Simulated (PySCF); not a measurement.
Zr(Cl)2(OH)(NH2) (Cl2H3NOZr), SMILES [NH2][Zr]([OH])([Cl])[Cl], multiplicity 1.

Coordinates come from a B3LYP-D3(BJ)/def2-SVP optimisation. The multiplicity is an assumed one; no other spin state was optimised. The structure was generated by enumeration; whether it is a known compound was not checked. The def2 effective core potentials stand for the cores of Zr; spin–orbit coupling is left out. The values are those of a single conformer.

Two levels are set side by side: TDA-PBE/def2-SVPD (PySCF) and TDA-PBE0/def2-SVPD (PySCF). Vertical, same geometry. The lowest singlet is HOMO→LUMO 99 % with PBE and HOMO→LUMO 96 % with the other functional; states are paired by order. Differences are taken from unrounded values.

| quantity | TDA-PBE |
|---|---|
| lowest singlet excitation (eV) | 4.33 |
| lowest triplet excitation (TDA) (eV) | 4.19 |

Problem. These are the TDA-PBE values. What does TDA-PBE0 give? (The exact figures need the calculation; the answer reports its results.)

Solution. 
```tsv
quantity	TDA-PBE0	TDA-PBE minus TDA-PBE0
lowest singlet excitation (eV)	4.93	-0.60
lowest triplet excitation (TDA) (eV)	4.78	-0.59
```

Functionals without exact exchange tend to place singlet excitations lower, as here. Differences between two approximate levels are no errors against the true value.

Rough cost on one machine, each run with all the roots and properties that it gave: TDA-PBE0 against TDA-PBE about 2 times.
